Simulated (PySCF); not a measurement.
Assigning NMR signals

Cartesian coordinates in Å; atom numbers follow the order of the lines, from 1:
```xyz
20

Si    2.968    0.104   -0.113
O     2.038    1.438    0.253
Si    0.506    1.828    0.695
O    -0.403    0.469    0.337
C    -1.723    0.224    0.494
C    -2.207   -1.026    0.097
C    -3.558   -1.324    0.240
C    -4.441   -0.385    0.777
C    -3.955    0.859    1.172
C    -2.603    1.169    1.034
H     4.353    0.585   -0.373
H     2.440   -0.583   -1.327
H     2.975   -0.852    1.034
H     0.436    2.108    2.155
H     0.034    2.993   -0.099
H    -1.503   -1.748   -0.322
H    -3.927   -2.304   -0.073
H    -5.500   -0.624    0.888
H    -4.633    1.604    1.595
H    -2.233    2.149    1.347
```

Level of theory: shieldings: GIAO HF/pcSseg-1, geometry from PBE0-D3(BJ)/def2-SVP, in PySCF 2.14 (in vacuum, fast rotation and ring inversion assumed for equivalent nuclei, one conformer, non-relativistic).

Shifts are taken against calculated references (same method and geometry level): 13C (σ = 190.85 ppm) and 1H (σ = 31.69 ppm) vs TMS.

Question: Assign these signals to the numbered atoms. 13C{1H} NMR (computed): δ 162.5 (C), 139.8 (CH), 126.7 (CH), 122.6 (CH).

Answer: 
162.5 → C5, aromatic carbon bearing oxygen: an ipso carbon deshielded by its heteroatom
139.8 → C7/C9, aromatic CH: the aromatic region
126.7 → C8, aromatic CH
122.6 → C6/C10, aromatic CH

Question: Assign these signals to the numbered atoms. 1H NMR (400 MHz, computed): δ 7.57 (m, 2H), 7.11 (t, 1H), 6.98 (d, 2H), 4.63 (s, 2H), 4.60 (s, 3H).

Answer: 
| δ (ppm) | atoms | environment | reason |
| --- | --- | --- | --- |
| 7.57 | H17/H19 | hydrogen on an aromatic CH | the ring current deshields protons in the ring plane |
| 7.11 | H18 | hydrogen on an aromatic CH | – |
| 6.98 | H16/H20 | hydrogen on an aromatic CH | – |
| 4.63 | H14/H15 | hydrogen on a silicon bonded to 2 O | – |
| 4.60 | H11/H12/H13 | hydrogen on a silicon bonded to O | – |

H14/H15 and H11/H12/H13 lie closer than the usual error of such a calculation, so a measured spectrum could show them in the other order.

Shifts are as computed. Against solution values, carbons near 30 ppm lie about -0 ppm off and those near 130 ppm about +7 ppm. Of 1313 compounds with measured shifts, 239 miss one by over three times the rms of a fit or turn the order of signals round; such compounds aren't used in these exercises. Multiplicities follow the n + 1 count of equivalent neighbours, as no J values were calculated; m marks all less simple cases, F and P coupling included.
